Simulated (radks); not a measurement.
Fractional charge and spin in the 5d shell of lead: the spin-up occupation runs from 4 to 5 and the spin-down occupation from 4 to 5; the fullest corner is Pb3+, [Xe] 4f14 6s(up 0.5, down 0.5) 5d(up 5, down 5). Method: scalar-relativistic Kohn-Sham, PBEsol, spin-polarised, spherical densities, finite nucleus; Fermi nuclear charge, rms radius of each element as measured or else 0.836 A^(1/3) + 0.57 fm; computed with a radial shooting solver on a logarithmic mesh with Libxc functionals. Energy (eV) above the fullest corner. The planes named below are the two flat planes that join the four corners, with an edge along up + down = one added electron.

\begin{tabular}{lrrrrr}
down \ up & 4 & 4.25 & 4.5 & 4.75 & 5 \\ \hline
4 & 130.609 & 110.692 & 91.800 & 73.920 & 57.043 \\
4.25 & 110.692 & 91.848 & 74.016 & 57.184 & 41.339 \\
4.5 & 91.800 & 74.016 & 57.231 & 41.432 & 26.606 \\
4.75 & 73.920 & 57.184 & 41.432 & 26.652 & 12.831 \\
5 & 57.043 & 41.339 & 26.606 & 12.831 & 0.000 \\
\end{tabular}

Corners above the fullest one (they belong to Pb4+ and the next ion): (up 5, down 4) 57.043 eV, (up 4, down 5) 57.043 eV, (up 4, down 4) 130.61 eV. With half an added electron in each spin the energy lies 0.188 eV from the planes, and with half an added electron in spin up alone -2.026 eV. The planes are only a guide here: the flat-plane condition holds for ground states with one frontier orbital, while this shell lies below other occupied shells, so the corners above the fullest one are inner-hole states and not the ground states of those ions.
